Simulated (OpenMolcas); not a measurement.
Mn4+, Tc4+, Re4+: d3 down the group

```yaml
Program: OpenMolcas
Method: CASSCF
Basis: ANO-R3
Scalar_Hamiltonian: X2C, finite nucleus
Spin-orbit_coupling: RASSI with atomic mean-field integrals over the reference wave functions, term energies averaged over their components
```

Active space for each ion: 3 electrons in 5 orbitals (d).

Computed levels in cm-1 above 4F 3/2:

```csv
Level,Mn4+,Tc4+,Re4+
4F 5/2,364,1007,4543
4F 7/2,860,2284,8816
4F 9/2,1476,3741,12279
4P 1/2,20524,14916,17062
4P 3/2,20674,14983,15299
2G 7/2,21008,16400,21249
4P 5/2,21107,16498,23106
2G 9/2,21518,17269,32725
2P 1/2,27682,21314,27928
weight of 4F in the lowest level (%),100,99,89
```

Mixed levels, with the weight of the term that names them: Re4+ 4P 3/2 (54 %), Re4+ 2G 9/2 (55 %).

Measured, with the error of the calculation in %. Measured levels: Mn4+ from Corliss and Sugar, J. Phys. Chem. Ref. Data 6, 1253 (1977); Re4+ from the list in Brasseur, Gamrath and Quinet, At. Data Nucl. Data Tables 157, 101636 (2024).

```csv
Level,Mn4+,Re4+
4F 5/2,359 (+1.4),4853 (-6.4)
4F 7/2,835 (+3.0),8973 (-1.8)
4F 9/2,1412 (+4.5),11914 (+3.1)
4P 1/2,16434 (+24.9),14325 (+19.1)
4P 3/2,16595 (+24.6),
2G 7/2,17892 (+17.4),19013 (+11.8)
4P 5/2,17049 (+23.8),20922 (+10.4)
2G 9/2,18399 (+17.0),30366 (+7.8)
2P 1/2,23082 (+19.9),23669 (+18.0)
```

The fine-structure level 4F 9/2 changes by a factor of 8.32 from Mn4+ to Re4+.

Without spin-orbit coupling 4P lies 20045, 13739, 12724 cm-1 above 4F in that order; the difference to the level 4P 1/2, of either sign, comes from spin-orbit coupling, which also lowers the zero.

Without dynamic correlation excited terms often stand tens of per cent too high (terms of higher spin than the ground term too low), and those without a measured partner can miss by more than the paired ones. Measured partners are found by configuration, term and J. A level has none where our copy of the source lacks it or the pairing is in doubt (some pairs that miss far off the trend of their configuration count as doubtful), and it then counts in no deviation. Only configurations of the active space appear.
